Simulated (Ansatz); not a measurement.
`[F][AlH][CH2][SiH3]` → `F[CH2][AlH][SiH3]`  (isomerisation)

Calculated with Ansatz (gas phase, PBE0-D4/def2-TZVP geometries, no zero-point term in ΔE). CBS: MP2 limit from def2 TZ/QZ plus the TZ coupled-cluster correction, frozen cores. One conformer a species, not always the lowest.

`[F][AlH][CH2][SiH3]`:

Z-matrix (Å, degrees):
```
C
Al 1 1.935
Si 1 1.868 2 114.6
H 1 1.096 2 109.3 3 -121.5
H 1 1.096 2 108.6 3 120.7
F 2 1.652 1 118.0 3 89.3
H 2 1.577 1 125.3 3 -90.4
H 3 1.488 1 112.3 2 176.6
H 3 1.490 1 110.1 2 56.3
H 3 1.488 1 110.3 2 -62.4
```

`F[CH2][AlH][SiH3]`:

Cartesian coordinates in Å:
```
F 1.331 0.080 1.780
C -0.034 0.383 1.857
Al -0.914 0.210 0.088
Si 0.441 -0.466 -1.844
H -0.481 -0.284 2.606
H -0.128 1.397 2.266
H -2.472 0.526 0.028
H -0.353 -0.558 -3.102
H 1.544 0.510 -2.075
H 1.066 -1.798 -1.604
```

```csv
species,CCSD(T)/CBS(def2) energy (Eh)
`[F][AlH][CH2][SiH3]`,-672.62924
`F[CH2][AlH][SiH3]`,-672.50700
```

(1) Work out ΔE.

Largest T1 diagnostic among the species: 0.012.

Answers

(1) ΔE = (-672.50700) − (-672.62924) = 0.12224 Eh = +320.9 kJ/mol.

From PBE to PBE0 (25 % exact exchange), in def2-TZVPP and without D4, ΔE moves by +10.2 kJ/mol. At CCSD(T), def2-SVP lies −11.9 kJ/mol from the extrapolated value and def2-TZVPP −4.4 kJ/mol.
